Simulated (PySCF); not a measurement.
## Assignment exercise: C$_{4}$H$_{4}$F$_{4}$O$_{2}$

Mapped SMILES: `[F:1][C@@H:2]1[CH2:3][O:4][C@@H:5]1[O:6][C:7]([F:8])([F:9])[F:10]`. Each H is labelled by its parent atom. Ha(C3) is cis to F1 on the ring; Hb(C3) is trans to F1 on the ring.

[PySCF: shieldings: GIAO PBE0/pcSseg-1; GFN2-xTB structure; no solvent; rapidly exchanging positions averaged; single conformer; relativity neglected]

References, each an isolated molecule treated in the same way: ¹³C, ¹H vs TMS.

Question: Assign these signals to the numbered atoms. ¹³C{¹H} NMR (computed): δ 130.8, 107.3, 86.8, 81.0.

Answer: 
130.8 → C7, CF3 carbon: 4 electronegative neighbours deshield it
107.3 → C5, sp3 carbon bearing two oxygens: 2 electronegative neighbours deshield it
86.8 → C2, sp3 CH bonded to F: pulled downfield by the heteroatom
81.0 → C3, sp3 CH2 bonded to O: pulled downfield by the heteroatom

Question: Assign these signals to the numbered atoms. ¹H NMR (400 MHz, computed): δ 6.09 (m, 1H), 5.53 (m, 1H), 5.23 (m, 1H), 4.96 (m, 1H).

Answer: 
```tsv
δ (ppm)	atoms	environment	reason
6.09	H(C5)	hydrogen on an sp3 carbon bearing two oxygens	its carbon carries O, which withdraws density
5.53	H(C2)	hydrogen on an sp3 CH bonded to F	its carbon carries F, an electronegative neighbour
5.23	Ha(C3)	hydrogen on an sp3 CH2 bonded to O	its carbon carries O, an electronegative neighbour
4.96	Hb(C3)	hydrogen on an sp3 CH2 bonded to O	–
```

Splittings by ¹⁹F in the carbon and heteronuclear signals aren't shown, as no couplings were computed. Shifts are as computed. Against solution values, carbons near 30 ppm lie about +3 ppm off and those near 130 ppm about +5 ppm. Of 1211 compounds with measured shifts, 218 miss one by over three times the rms of a fit or turn the order of signals round; such compounds aren't used in these exercises. No couplings were computed; multiplicities are counted from neighbouring protons, with m where these are inequivalent, close in shift, in a saturated or five-membered ring or joined by F or P, and br s for small geminal =CH2 splittings.
